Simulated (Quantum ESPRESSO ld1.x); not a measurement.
Values are calculated unless marked as measured or tabulated.
Species: the palladium ion Pd7+. Configuration: [Kr] 4d3 (the NIST ground configuration).

Code: ld1.x of Quantum ESPRESSO 7.5. Model: scalar-relativistic Kohn-Sham, LDA (Slater exchange, VWN5 correlation), spin-polarised, spherical densities, point nucleus; open shells are filled with parallel spins first.

Energy parts (Ry):
| part | energy |
|---|---|
| total | -10055.6723 |
| kinetic | 10429.2037 |
| electron-nucleus | -23956.7877 |
| Hartree | 3741.7221 |
| exchange-correlation | -269.8103 |

Orbitals (lengths in bohr, moments of r in powers of bohr; <r^-3> diverges for s and p1/2):
orbital  occ.  eigenvalue (Ry)      <r^4>  <r^-3>  <1/r>
1s up       1         -1783.04  4.899e-06       -  48.19
1s down     1         -1783.04  4.899e-06       -  48.19
2s up       1         -268.281  0.0008776       -  10.93
2s down     1         -268.225  0.0008775       -  10.93
2p up       3         -241.629  0.0006280    3500  10.58
2p down     3         -241.585  0.0006278    3500  10.58
3s up       1         -55.7099    0.04172       -  3.826
3s down     1         -55.6702    0.04162       -  3.826
3p up       3         -46.9543    0.04471   619.6  3.648
3p down     3         -46.9111    0.04456   619.7  3.648
3d up       5         -33.0308    0.04336   84.57  3.425
3d down     5         -32.9738    0.04313   84.59  3.426
4s up       1         -14.8561      1.268       -  1.518
4s down     1         -14.6336      1.265       -  1.521
4p up       3         -12.2073      1.727   115.3  1.393
4p down     3         -11.9804      1.731   115.9  1.395
4d up       3         -8.23135      3.332   12.19  1.168
4d down     0         -8.00637      3.411   12.17  1.166

The highest occupied level is 4d up at -111.99 eV. The density falls to 0.001 e/bohr^3 at r = 2.50 bohr. Spin moment in Bohr magnetons: 3. For comparison, the ionisation energy in NIST's Atomic Spectra Database is 120 eV (theoretical). In exact Kohn-Sham theory the highest level is minus the ionisation energy, but local and semilocal functionals leave it too shallow, through self-interaction and a potential that decays too fast; potentials with the right tail come closer. Summed over all electrons, <r^2> = 15.69 bohr^2, which gives a Langevin (diamagnetic) susceptibility term of -12.4 x 10^-6 cm^3/mol.
